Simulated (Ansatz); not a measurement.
Input file for Ansatz (an electronic-structure program): U-r2SCAN/def2-TZVPP on CdH4Si (SMILES [SiH3][CdH]), a point of a bond scan (R = 1.487 Å). Elements past Kr take the def2 small-core potentials; no spin–orbit coupling.

Ansatz 0.2 input:
```yaml
crystal:
  periodic: [false, false, false]
  atoms:
    - {symbol: Cd, position_ang: [-0.56643322, -0.31054170, -0.07977578]}
    - {symbol: H, position_ang: [-2.04529859, -1.12131577, -0.28805742]}
    - {symbol: Si, position_ang: [1.63488208, 0.89630877, 0.23025485]}
    - {symbol: H, position_ang: [2.24913649, 0.59379975, 1.54999129]}
    - {symbol: H, position_ang: [1.47089364, 2.37203423, 0.15366084]}
    - {symbol: H, position_ang: [2.62571392, 0.51316070, -0.80992508]}
basis:
  gaussian:
    orbitals: def2-TZVPP
hamiltonian:
  xc: {name: r2SCAN}
magnetization: {spin_polarized: true, initial_magnetization: 0}
```

The head of its log:

```
WARN ansatz: RAYON_NUM_THREADS=1 ignored (pool sized by the plan → 1); use --threads N
Functional definition: r2SCAN
integrals: 0.06 GiB planned
906 factors; their error is unknown
mean field: 0.61 GiB planned
mean field evaluation 1: about -12506.3220 eV, gradient 1.9e1 eV
mean field evaluation 2: about -12505.8354 eV, gradient 2.5e1 eV
```

Problem. What total energy does the run end on?

Solution. -459.6760 hartree.
